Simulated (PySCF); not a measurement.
**Xenon: a sound run and one with changed settings**

Sound run: Xe⁺ [Kr] 4d10 5s2 5p5, Xe²⁺ [Kr] 4d10 5s2 5p4. All numbers are calculated (PySCF 2.14, a scalar-relativistic core potential, in def2-TZVP with the def2 core potential (28 electrons) (6s5p3d2f, 50 functions)). The sound run starts from symmetry-adapted Hartree-Fock orbitals and uses a fine grid where one is needed.

Changed run: basis STO-3G, all-electron and non-relativistic. This setting is unsound on purpose.

| species | method | sound run (hartree) | changed run (hartree) | converged |
| --- | --- | --- | --- | --- |
| Xe⁺ | UHF | -327.87704 | -7161.76014 | yes |
| Xe⁺ | r2SCAN | -329.03036 | -7164.08657 | yes |
| Xe⁺ | TPSS | -328.78719 | -7163.56947 | yes |
| Xe²⁺ | UHF | -327.13922 | -7161.05271 | yes |
| Xe²⁺ | r2SCAN | -328.25425 | -7163.32999 | yes |
| Xe²⁺ | TPSS | -328.01214 | -7162.81245 | yes |

Ionisation energy of Xe⁺:

| method | sound run (eV) | changed run (eV) |
| --- | --- | --- |
| UHF | 20.077 | 19.250 |
| r2SCAN | 21.119 | 20.587 |
| TPSS | 21.090 | 20.600 |

A minimal basis cannot let orbitals breathe on ionisation and holds almost no correlation. The Hamiltonian changed with the basis, so the totals do not compare.

For comparison, NIST gives 20.975 eV between the lowest levels.
